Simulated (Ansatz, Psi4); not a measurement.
The Ansatz (a first-principles code) input:
Ansatz 0.2 input:
```yaml
crystal:
  periodic: [false, false, false]
  atoms:
    - {symbol: S, position_ang: [0.01164702, -0.00345740, 0.31572720]}
    - {symbol: O, position_ang: [-0.03156227, 1.26296905, -0.30120014]}
    - {symbol: O, position_ang: [0.00826823, -1.25605426, -0.33025426]}
basis:
  gaussian:
    orbitals: STO-3G
hamiltonian:
  xc: pbe0
total_charge: 1
magnetization: {spin_polarized: true, initial_magnetization: 1}
accuracy: high
```

Task: Write the same job for Psi4.

Result: This is not unique; one that fits is 
```
memory 2 GB

molecule mol {
1 2
S     0.011647   -0.003457    0.315727
O    -0.031562    1.262969   -0.301200
O     0.008268   -1.256054   -0.330254
}

set {
  basis sto-3g
  reference uks
  scf_type pk
  puream true
  d_convergence 1e-8
  dft_radial_points 99
  dft_spherical_points 590
}

energy('pbe0')
print_variables()
```

Both were run: Ansatz gave -541.358337 Eh and Psi4 -541.358337 Eh, 0.000 mEh apart.
